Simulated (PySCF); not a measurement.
C2HF3O2, SMILES O=C(O)C(F)(F)F.

Geometry: PBE-D3(BJ)/def2-SVP. One conformer was computed; it need not be the lowest.

These are TDDFT-PBE/def2-SVPD run with PySCF values and carry that method's errors.

Vertical excitations. Isolated molecule, no solvent. State labels are in the subgroup Cs.

Computed UV-visible absorptions:
| state | symmetry | energy (eV) | λ (nm) | f | main pairs |
|---|---|---|---|---|---|
| S1 | A" | 5.26 | 236 | 0.001 | HOMO→LUMO 100 % |
| S2 | A' | 6.91 | 179 | 0.031 | HOMO→LUMO+1 90 % |
| S3 | A' | 7.66 | 162 | 0.009 | HOMO−3→LUMO 98 % |
| S4 | A" | 7.74 | 160 | 0.003 | HOMO−2→LUMO 98 % |
| S5 | A' | 7.85 | 158 | 0.135 | HOMO−1→LUMO 72 % |
| S6 | A' | 8.20 | 151 | 0.025 | HOMO→LUMO+2 78 %, HOMO−4→LUMO 18 % |
| S7 | A" | 8.22 | 151 | 0.002 | HOMO−1→LUMO+1 98 % |
| S8 | A" | 8.24 | 150 | 0.000 | HOMO−5→LUMO 97 % |
| S9 | A' | 8.30 | 149 | 0.017 | HOMO−4→LUMO 72 %, HOMO→LUMO+2 13 % |
| S10 | A' | 8.90 | 139 | 0.044 | HOMO→LUMO+3 91 % |
| T1 | A" | 4.69 | 264 | 0 | HOMO→LUMO 100 % |
| T2 | A' | 5.61 | 221 | 0 | HOMO−1→LUMO 98 % |
| T3 | A' | 6.72 | 185 | 0 | HOMO→LUMO+1 100 % |
| T4 | A" | 7.17 | 173 | 0 | HOMO−2→LUMO 99 % |
Triplets are in the Tamm–Dancoff approximation, which puts them higher than full response would, so one can lie above its singlet here.
